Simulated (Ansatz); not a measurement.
ZnB₇⁻, relaxed as a singlet with RKS PBE0-D4/def2-SVPD in Ansatz, starting from the GFN1-xTB geometry. Force threshold 0.02 eV/Å.

The restricted singlet is unstable towards broken spin symmetry at other levels; at PBE0-D4/def2-SVPD this wasn't settled. Another isomer (singlet) lies 0.82 eV lower at PBE0-D4/def2-TZVPD; other spin states weren't run for this one.

Start:

```csv
atom,x (Å),y (Å),z (Å)
Zn1,1.6884,-1.9784,0.4279
B2,-0.9415,-0.5341,0.5479
B3,0.8129,1.0655,-0.0304
B4,0.0843,0.0845,-1.1081
B5,-1.4073,0.7694,-0.2516
B6,-0.1994,-1.4685,-0.7388
B7,-0.5068,2.0464,-0.0266
B8,0.4694,0.0152,1.1797
```

```tsv
step	energy (eV)	largest force component (eV/Å)	SCF passes
1	-53123.0585	1.904	24
2	-53123.7412	1.196	28
3	-53124.1903	1.671	27
4	-53124.3588	1.069	31
5	-53124.5141	0.538	27
6	-53124.5796	0.257	30
7	-53124.6086	0.252	29
8	-53124.6298	0.213	24
9	-53124.6893	0.677	29
10	-53124.7464	1.117	28
11	-53124.8452	0.461	24
12	-53124.9053	0.393	30
13	-53124.9347	0.220	32
14	-53124.9615	0.230	29
15	-53124.9894	0.183	30
16	-53125.0234	0.174	30
17	-53125.0353	0.283	30
18 (rejected)	-53124.9594	0.633	28
19	-53125.0395	0.127	24
20 (rejected)	-53125.0102	0.419	32
21	-53125.0410	0.025	24
22	-53125.0411	0.006	29
```

Force components are those of the run's own axes.

End:

```xyz
8

Zn    1.741   -2.764   -0.162
B    -1.166   -0.741    0.350
B     0.337    1.734    0.554
B     0.082    0.187   -0.955
B    -1.231    0.832    0.238
B     0.315   -1.173   -0.082
B    -0.334    1.734   -0.874
B     0.256    0.192    0.932
```

Bonds lost: B3–B4 (atoms count from 1). Bonds formed: B3–B5, B4–B7, B4–B8, B5–B8, B6–B8 (atoms count from 1).

No frequencies were taken in this run, so the end may be a saddle point.

It took 81 s on 4 threads of Intel Xeon Platinum 8259CL on a shared host, peak host memory 0.57 GiB.
